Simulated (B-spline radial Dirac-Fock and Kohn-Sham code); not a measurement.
## Elastic scattering of 402 eV electrons by the Re atom

Calculated with an atomic code on a B-spline grid, using relativistic (Dirac) partial waves in the static field of the Dirac-Fock atom with Furness-McCarthy exchange, without polarisation or absorption potentials.

```
θ (°)  dσ/dΩ (a₀²/sr)  Sherman function
    0             139             0.000
  0.5             138             0.000
    1             137             0.000
    2             130             0.000
    4             109             0.000
    8            58.0             0.000
   12            25.9            -0.001
   16            11.0            -0.006
   24            1.94            -0.033
   32           0.905            -0.004
   45            1.14             0.067
   60           0.143             0.225
   75           0.263            -0.113
   90           0.594            -0.031
  105           0.111            -0.072
  120           0.171            -0.160
  135           0.342            -0.084
  150          0.0336            -0.189
  165           0.345             0.017
  180           0.816             0.000
```

Question: What integrated cross sections go with this distribution?

Answer: The total elastic cross section is 16.5 a₀², the first transport cross section 3.75 a₀² and the second, weighted with (3/2) sin²θ, 4.99 a₀². The mean deflection is ⟨1 − cos θ⟩ = 0.227, and 9.0 % of the collisions scatter beyond 90°.

On this grid of angles the cross section has minima near 32°, 60°, 105°, 150°, from interference among the few low partial waves with large phase shifts.

Phase shifts modulo π (rad) for κ = −1 to −5: -1.082, -0.145, 0.641, 1.176, -1.174.
